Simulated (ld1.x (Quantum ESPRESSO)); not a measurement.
**In, TM: configuration errors across variants**

| Property | Result |
| --- | --- |
| Element | In (Z = 49) |
| Generator | ld1.x (Quantum ESPRESSO) 7.5 |
| Type | norm-conserving Troullier–Martins (Kleinman–Bylander form) |
| Functional | PBE |
| Relativity | scalar-relativistic |
| Frozen core | [Kr] 4d10 |
| Valence charge | 3 |
| Reference configuration | 5s2 5p0 (charge +1) |
| Partial waves | 5s (bound): rc 1.65 bohr; 5p (bound, empty): rc 2.35 bohr; 5d channel at 0.15 Ry: rc 2.45 bohr |
| Local potential | the d channel |
| Core correction | none |

All-electron excitation energies from the reference (eV): (1) 5s2 5p1 -5.363; (2) 5s1 5p0 19.235; (3) 5s2 5p0.5 -3.423; (4) 5s2 5p1.3 -5.895; (5) 5s1 5p1 6.593; (6) 5s1 5p2 0.478; (7) 5s0 5p3 6.584.

3 further variants failed, have other tests or another functional or relativity, and are left out.

A true bound ghost makes a file unfit for plane-wave use even where its test errors are small: the radial tests pick states by their node count and pass the ghost by.

Errors AE − PS in meV (a dash: test not solved or not reliable):

```csv
change,(1),(2),(3),(4),(5),(6),(7),bound ghosts
base,+38,+81,+13,+52,+37,+105,+249,"s, p"
wave 5d channel at 0.15 Ry: rc 2.45 bohr becomes 5d channel at 0.77 Ry: rc 2.45 bohr,+36,+77,+13,+49,+36,+104,+249,"s, p"
"all radii scaled by about 1.42 (s 2.34, p 3.34, d 3.48 bohr)",+58,+165,+21,+79,+45,+110,+245,none
wave 5d channel at 0.15 Ry: rc 2.45 bohr becomes 5d channel at 0.15 Ry: rc 2.86 bohr,+19,+67,+8.7,+22,+35,+95,+246,"s, p"
```

Task: Give the same row for: wave 5p (bound): rc 2.35 bohr becomes 5p (bound): rc 3.52 bohr.

Result: +36, +81, +12, +49, +48, +116, +287; bound ghosts: s, p.
